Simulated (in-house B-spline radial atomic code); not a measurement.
**RPBE excitations of Cs II (Cs+)**

Method: RPBE. Computed with an all-electron radial atomic-structure program (B-spline basis): linear response of the closed shell [Kr] 4d10 5s2 5p6 with the functional's adiabatic kernel; scalar-relativistic (spin-free one-electron X2C), finite nucleus, no spin-orbit coupling, no double excitations, S, P, D and F terms only; shells from n = 3 respond. Only terms of natural parity with L up to 3 were computed.

Spin-orbit coupling is strong here, so these LS terms don't match observed levels.

Command:
```bash
python run_td.py task.json out
```
Settings (radii: box in bohr, nucleus in fm):
```
Z                        55
electrons                54
configuration            [Kr] 4d10 5s2 5p6
hamiltonian              x2c
method                   rpbe,pbe
box_radius               41.61
rms_radius               4.8041
intervals                74
```

Cost of the run: 4.6 s on 1 thread of Arm Neoverse N1, with other jobs on the host.

The lowest states, in the order of their Tamm-Dancoff energies; the method's threshold (minus the highest occupied level) is 18.639 eV. Labels give the largest channel, * marks a mixed state, and oscillator strengths are full-response dipole values. Semilocal kernels can invert the small singlet-triplet splittings of Rydberg terms. Energies in eV:

```tsv
state	full response	Tamm-Dancoff	oscillator strength
5p → 6s 3P	12.686	12.706	-
5p → 6s 1P	12.993	13.004	0.405
5p → 5d 3P	13.376	13.422	-
5p → 5d 3F	13.432	13.502	-
5p → 5d 1F	?	?	-
5p → 6p 3S	14.787	14.800	-
5p → 6p 3D	?	?	-
5p → 6p 1D	15.079	15.083	-
5p → 6p 1S	15.633	15.694	-
5p → 5d 1P	15.881	16.056	2.09
```

Task: Where does 5p → 5d 1F lie?

Result: At 14.262 eV in full response, 14.273 eV in Tamm-Dancoff.

Task: Where does 5p → 6p 3D lie?

Result: At 14.966 eV in full response, 14.973 eV in Tamm-Dancoff.

Task: How large is the singlet-triplet splitting of 5p → 6s (P terms) in Tamm-Dancoff?

Result: 0.299 eV, from the unrounded values.

Task: What polarisabilities and dispersion coefficient does the method give?

Result: Dipole 16.35 bohr³, quadrupole 92.52 bohr⁵, C6 142.6 hartree·bohr⁶ for two such species.
